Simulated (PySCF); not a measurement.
## What each rung costs, and what it gives

Saddle point of BNH2ClF, closed shell (BNH₂ClF ([NH2][B]([F])[Cl]) → BNHCl ([NH][B][Cl]) + HF; bonds formed: F2–H4; bonds broken: B1–F2, N3–H4), PBE0-D4/def2-TZVP structure:

| atom | x (Å) | y (Å) | z (Å) |
| --- | --- | --- | --- |
| B1 | -0.0931 | 0.3624 | -0.4036 |
| F2 | -1.1813 | -0.0270 | 1.0530 |
| N3 | 0.7865 | -0.5031 | -0.0055 |
| H4 | -0.3272 | -0.5787 | 1.0542 |
| Cl5 | -0.8566 | 1.5588 | -1.3433 |
| H6 | 1.6720 | -0.8125 | -0.3548 |

Barriers are electronic and count from the start structure reached by relaxing down the imaginary mode.

PySCF 2.14 with density fitting (its default auxiliary sets; JK sets also for MP2 and CCSD(T)); basis: as named in each row; cores frozen in the correlated methods. B3LYP uses VWN-RPA correlation. Extrapolation: Hartree–Fock as exp(−7.88 √X), correlation as X^−2.97.

Times are rough, for one single point on 4 threads of a shared host (Arm Neoverse V2).

The estimate by CCSD(T) at an estimated basis limit (MP2 extrapolated from triple and quadruple zeta, plus CCSD(T) − MP2 in triple zeta) is 3.463 eV.

```tsv
method	basis	time (s)	barrier (eV)	method less estimate
HF	STO-3G	under 1	5.043	1.580
B3LYP-D4	6-31G	2	3.564	0.101
PBE0-D4	def2-SVP	3	3.467	0.004
PBE-D4	def2-SVP	3	3.215	-0.248
MP2	def2-QZVPP	3	3.419	-0.043
SPW92	def2-TZVPP	5	3.148	-0.314
CCSD(T)	def2-SVP	6	3.498	0.035
PBE0-D4	def2-TZVPP	7	3.440	-0.022
PBE-D4	def2-TZVPP	7	3.176	-0.287
B3LYP-D4	def2-TZVPP	7	3.406	-0.057
BHLYP-D4	def2-TZVPP	7	3.698	0.236
r2SCAN-D4	def2-TZVPP	16	3.395	-0.067
wB97M-V	def2-TZVPP	80	3.431	-0.032
CCSD(T)	def2-TZVPP	180	3.474	0.012
```

All methods are single points on the PBE0-D4 structures.

No T1 diagnostic of these runs exceeds 0.015.

Labels in which every atom is bracketed show which atoms are joined, not bond orders.
